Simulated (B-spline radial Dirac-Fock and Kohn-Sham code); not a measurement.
Dipole and non-dipole photoemission parameters of Os⁴⁺ 5d3/2

System: osmium as Os⁴⁺ in the configuration 1s2 2s2 2p6 3s2 3p6 3d10 4s2 4p6 4d10 4f14 5s2 5p6 5d4; threshold 55.10 eV (orbital energy of the model). Method: Dirac-Hartree-Slater photoionisation with a Latter tail; cross sections with all multipoles, angular parameters from the dipole term and its interference with E2. Computed with a radial atomic solver.

```csv
hν (eV),σ (kb),β,γ,δ
75.2,820,1.208,0.011,0.018
79.8,641,1.327,0.023,0.021
80,635,1.332,0.024,0.021
144,47.1,1.833,0.382,-0.014
146,44.2,1.797,0.379,-0.015
150,39.2,1.713,0.374,-0.018
158,31.0,1.483,0.370,-0.022
162,27.9,1.341,0.344,-0.022
209,15.3,-0.423,-0.040,0.032
273,?,?,?,?
447,16.8,0.320,0.178,0.040
475,16.4,0.412,0.188,0.034
600,14.0,0.707,0.176,0.014
1070,7.06,1.162,0.006,0.000
1120,6.58,1.186,-0.005,0.000
1486.9,4.08,1.302,-0.039,0.008
1710,3.14,1.343,-0.029,0.013
2030,2.22,1.378,0.010,0.020
2310,1.68,1.396,0.059,0.026
2984.4,0.934,1.410,0.207,0.039
3070,0.872,1.410,0.228,0.040
3840,0.499,1.399,0.413,0.054
4000,0.449,1.395,0.451,0.056
4120,0.415,1.391,0.479,0.059
6590,0.112,1.302,0.998,0.100
9310,0.0395,1.201,1.428,0.147
14000,0.0105,1.053,1.946,0.230
15000,0.00833,1.026,2.030,0.247
```

Question: Give the values at 273 eV.

Answer: σ = 15.7 kb, β = -0.606, γ = -0.078, δ = 0.079.
